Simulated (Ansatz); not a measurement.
CH$_{4}$F$_{3}$NSi (`CN[Si](F)(F)F`). Charge 0, multiplicity 1.

```xyz
10

C     0.0825   -1.3682    0.3723
N    -0.5377   -0.0586    0.3012
Si    0.1183    1.2933   -0.4268
F     1.6071    1.5228    0.0396
F    -0.7600    2.5474   -0.0567
F     0.2004    1.2425   -2.0035
H    -0.0005   -1.7861    1.3788
H     1.1469   -1.2859    0.1458
H    -0.3548   -2.0774   -0.3375
H    -1.5024   -0.0297    0.5868
```

Problem. Give the diagnostics of a CCSD(T)/def2-TZVPP run (frozen core, the Gaussian-basis code of Ansatz). (An estimate is asked.)

Solution. The calculation gave: T1 = 0.0107, largest single amplitude 0.014, largest double 0.017, (T) share of the correlation energy 3.0 %, 9 CCSD cycles. The RHF solution is stable towards an unrestricted one. T1 lies under the customary mark of 0.02 for closed shells.
